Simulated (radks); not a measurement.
Results of a calculation; reference values are marked as such.
Question: The promethium ion Pm18+, 43 electrons, occupied as [Kr] 4d6 5s1 (not the ground configuration). Level of theory: Dirac Kohn-Sham, BP86, spin-unpolarised, spherical densities, finite nucleus; open shells fill j = l - 1/2 first; Fermi nuclear charge, rms radius 4.962 fm (a radial shooting solver on a logarithmic mesh with Libxc functionals). Some entries of the table are withheld. Estimate them.

orbital  occ.  eigenvalue (Ry)  <r> (bohr)
1s1/2       2        -3340.009     0.02318
2s1/2       2        -571.3040     0.09844
2p1/2       2        -542.8705         (1)
2p3/2       4        -501.6759         (2)
3s1/2       2        -150.6086      0.2593
3p1/2       2        -138.4461      0.2489
3p3/2       4        -130.1007      0.2613
3d3/2       4        -109.0186      0.2326
3d5/2       6        -107.2058      0.2365
4s1/2       2        -54.05951      0.5660
4p1/2       2              (3)      0.5735
4p3/2       4              (4)      0.5957
4d3/2       4              (5)      0.6091
4d5/2       2              (6)      0.6157
5s1/2       1        -26.45958       1.068
5p1/2       0        -24.49803       1.103
5p3/2       0        -23.79493       1.135
6s1/2       0        -15.82311         (7)

Answer: 
(1) 2p1/2 <r> (bohr): 0.08243
(2) 2p3/2 <r> (bohr): 0.08895
(3) 4p1/2 eigenvalue (Ry): -49.27654
(4) 4p3/2 eigenvalue (Ry): -47.18327
(5) 4d3/2 eigenvalue (Ry): -39.21767
(6) 4d5/2 eigenvalue (Ry): -38.80339
(7) 6s1/2 <r> (bohr): 1.746
